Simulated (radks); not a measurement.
Task: Species: Ce V. Configuration: [Xe]. Method: Dirac Kohn-Sham, LB94 model potential, spin-unpolarised, spherical densities, finite nucleus; Fermi nuclear charge, rms radius 4.8771 fm; computed with a radial shooting solver on a logarithmic mesh with Libxc functionals.

Spin-orbit splittings of the eigenvalues, e(l+1/2) - e(l-1/2), with zeta = 2 splitting/(2l+1) and mean radii in bohr:

| shell | occ. | splitting (eV) | zeta (eV) | <r> j=l-1/2 | <r> j=l+1/2 |
|---|---|---|---|---|---|
| 2p | 6 | 450.9 | 300.6 | 0.08771 | 0.09392 |
| 3p | 6 | 88.24 | 58.83 | 0.2676 | 0.2796 |
| 3d | 10 | 19.04 | 7.615 | 0.2507 | 0.2545 |
| 4p | 6 | 19.13 | 12.75 | 0.6532 | 0.6804 |
| 4d | 10 | 3.424 | 1.370 | 0.7292 | 0.7385 |
| 4f | 0 | ? | ? | 0.9313 | 0.9374 |
| 5p | 6 | 3.378 | 2.252 | 1.595 | 1.663 |

Estimate the 4f splitting.

Result: 0.4268 eV (zeta = 0.1219 eV).
